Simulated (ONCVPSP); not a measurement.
**Sc (Z = 21) ONCV: all-electron and pseudo phase curves**

Sc, optimised norm-conserving Vanderbilt (ONCV), made with ONCVPSP 4.0.1 (PBE, scalar-relativistic). Core [Ne], reference 3s2 3p6 3d1 4s1.75 4p0.25. Waves: 3s+4s: rc 2.15 bohr, ncon 5, nbas 9, qcut 4.9 1/bohr, 2 projectors; 3p+4p: rc 2.30 bohr, ncon 5, nbas 8, qcut 7.1 1/bohr, 2 projectors; 3d: rc 1.45 bohr, ncon 4, nbas 7, qcut 5.9 1/bohr, 2 projectors, debl 1.8 Ha. Local part: polynomial inside 1.15 bohr (lpopt 5, dvloc0 6 Ha). Core correction: Teter function, fcfact 5.25, rcfact 1.75.

The phase is arctan(r·R′/R) of the radial function R(r), unwrapped; energies in Ha, scanned from -4 to 5 Ha. A pole is an energy at which the radial function vanishes at the test radius. The pseudo phase is shifted by a multiple of π to meet the all-electron one at the reference energy, and phase errors are pseudo minus all-electron; the curves can meet again beyond the range given. Levels narrower than the energy grid can be missing from the lists of poles.

```json
{"channel": "s", "radius (bohr)": "2.18", "reference energy (Ha)": "-0.16", "poles, all-electron": "-1.94, 2.67", "poles, pseudo": "-1.94, 2.74", "unbroken range about the reference energy with phases within 0.05 rad": "below 4.5", "phase error 1 Ha above the reference energy (rad)": "+0.002"}
{"channel": "p", "radius (bohr)": "2.33", "reference energy (Ha)": "-0.06", "poles, all-electron": "-1.15, 2.57", "poles, pseudo": "-1.15, 2.57", "unbroken range about the reference energy with phases within 0.05 rad": "below 4.6", "phase error 1 Ha above the reference energy (rad)": "-0.000"}
{"channel": "d", "radius (bohr)": "1.47", "reference energy (Ha)": "-0.13", "poles, all-electron": "1.24", "poles, pseudo": "1.24", "unbroken range about the reference energy with phases within 0.05 rad": "the whole range", "phase error 1 Ha above the reference energy (rad)": "-0.000"}
```

Phases in the s channel:

| E (Ha) | all-electron | pseudo |
| --- | --- | --- |
| -3.98 | 1.346 | 1.346 |
| -3.50 | 1.317 | 1.318 |
| -3.02 | 1.271 | 1.271 |
| -2.54 | 1.152 | 1.152 |
| -2.06 | -1.257 | -1.257 |
| -1.58 | -1.802 | -1.801 |
| -1.10 | -1.947 | -1.947 |
| -0.62 | -2.161 | -2.160 |
| -0.14 | -2.702 | -2.702 |
| 0.34 | -3.768 | -3.766 |
| 0.82 | -4.300 | -4.297 |
| 1.30 | -4.499 | -4.496 |
| 1.78 | -4.601 | -4.598 |
| 2.26 | -4.668 | -4.663 |
| 2.74 | -4.720 | -4.713 |
| 3.22 | -4.767 | -4.757 |
| 3.70 | -4.820 | -4.803 |
| 4.18 | -4.891 | -4.861 |
| 4.66 | -5.019 | -4.952 |
